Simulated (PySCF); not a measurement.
Electrostatic solvation of a mixed set.

Computed with PySCF at PBE0/pcSseg-1, non-relativistic, each on one gas-phase PBE0-D3(BJ)/def2-SVP geometry that isn't relaxed in the solvent. The solvent is an IEF-PCM continuum (cavity from Bondi-type radii × 1.2). Only the electrostatic response of the medium enters.

Question: Order them by E(solvent) − E(gas) in cyclohexane (ε = 2.017), most negative first (kcal/mol).
A. `N#CC(C#N)(C#N)C#N` (methanetetracarbonitrile)
B. `[SiH3:1][O:2][SiH2:3][O:4][SiH2:5][CH:6]1[CH2:7][CH2:8]1` with Si1–O2–Si3–O4 -6°, O2–Si3–O4–Si5 54°, Si3–O4–Si5–C6 -31°, O4–Si5–C6–C7 -87°
C. `[CH3:1][CH2:2][S:3](=[O:4])(=[O:5])[N-:6][S:7]([CH3:8])(=[O:9])=[O:10]` (charge -1) with C1–C2–S3–O4 -178°, C2–S3–N6–S7 -69°, S3–N6–S7–C8 -72°

Answer: C (-27.8), A (-2.9), B (-0.7).

| SMILES | charge | ΔE (kcal/mol) | polarisation term (kcal/mol) | HOMO shift (eV) | dipole gas (D) | dipole solvent (D) | atoms |
| --- | --- | --- | --- | --- | --- | --- | --- |
| CCS(=O)(=O)[N-]S(C)(=O)=O | -1 | -27.8 | -28.3 | -2.07 | – | – | 18 |
| N#CC(C#N)(C#N)C#N | 0 | -2.9 | -3.1 | +0.18 | 0.01 | 0.01 | 9 |
| [SiH3]O[SiH2]O[SiH2]C1CC1 | 0 | -0.7 | -0.7 | +0.07 | 1.50 | 1.65 | 20 |

The ion comes first with 27.8 kcal/mol, the neutral species gain 2.9 at most. The polarisation term is half the interaction of the solute with the induced surface charges. No dipole is given for ions, as it depends on the origin.
